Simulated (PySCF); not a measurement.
**Computed properties of ZnI, SMILES [I][Zn+], charge +1**

ZnI, SMILES [I][Zn+], charge +1. The structure is a stationary point at B3LYP-D3(BJ)/def2-TZVP. The multiplicity is an assumed one; other spin states were not compared. The def2 effective core potentials stand for the cores of I; spin–orbit coupling is left out. One conformer was computed; it need not be the lowest. All values are computed for the isolated molecule unless a solvent is named; none is compared with measurement here.

**Structure.** The optimised structure has C∞v symmetry. All 1 harmonic modes at B3LYP-D3(BJ)/def2-TZVP (PySCF) are real, so it is a minimum.

**Vibrations.** The strongest infrared lines (harmonic, unscaled, degenerate partners summed) lie at 258 cm⁻¹ (5 km/mol, Zn 66 %, I 34 %). The softest mode is at 258 cm⁻¹ and the zero-point energy is 0.4 kcal/mol.

**Electronic structure.** PBE0/def2-TZVPD (PySCF) places the frontier levels at -13.21 and -10.30 eV, a gap of 2.91 eV and a mean polarisability of 51.9 bohr³. PBE/def2-TZVPD (PySCF) at the same geometry gives -12.24 and -11.17 eV, so its gap is 1.84 eV narrower. An orbital gap is neither the optical nor the fundamental gap.

**Excitations.** TDA-M06-2X/def2-TZVPD (PySCF) has S1 at 1.73 eV (717 nm, f = 0.005, weak); the most intense of the 10 singlets computed lies at 7.42 eV (f = 1.20). Strengths of degenerate partners are summed. T1 (TDA) is at 1.38 eV, 0.35 eV under S1. TDA-PBE/def2-TZVPD (PySCF) puts S1 at 1.28 eV.
